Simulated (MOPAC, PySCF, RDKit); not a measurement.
Noncovalent pair: HI (SMILES I) (first 2 atoms) with H4OSi (SMILES O[SiH3]); geometry from B3LYP-D3(BJ)/def2-TZVP, rigid monomers moved along the line of their centres of mass till H2···O3 is 3.62 Å.
(charge 0, multiplicity 1):
```xyz
8

I     -0.4232    -1.1697    -0.6328
H     -0.5765    -0.9602     0.9732
O     -0.5401    -0.0121     4.4644
Si     0.3124     1.2453     5.1403
H     -1.1377    -0.5243     5.0150
H     -0.6042     2.2628     5.7057
H      1.1000     1.8146     4.0321
H      1.2049     0.7601     6.2188
```

Interaction energies are E(AB) − E(A) − E(B) at the monomers' geometry in the complex; basis-set methods are counterpoise corrected. Rows marked so take none. RDKit's UFF carries no charges.

Rows in LANL2DZ carry no dispersion term and start afresh at each structure. LANL2DZ brings its own core potentials from Na on. The state reached by PM6 isn't checked.

Codes used: MOPAC for PM6 (differences of heats of formation); PySCF for LANL2DZ rows; RDKit for the force fields. 

Task: One of these levels gives -29.0 meV for the interaction energy. Which?
A) B3LYP/LANL2DZ (no counterpoise)
B) UFF
C) PM6

Result: C, PM6. The others give -11.3 (UFF), -45.0 (B3LYP/LANL2DZ (no counterpoise))
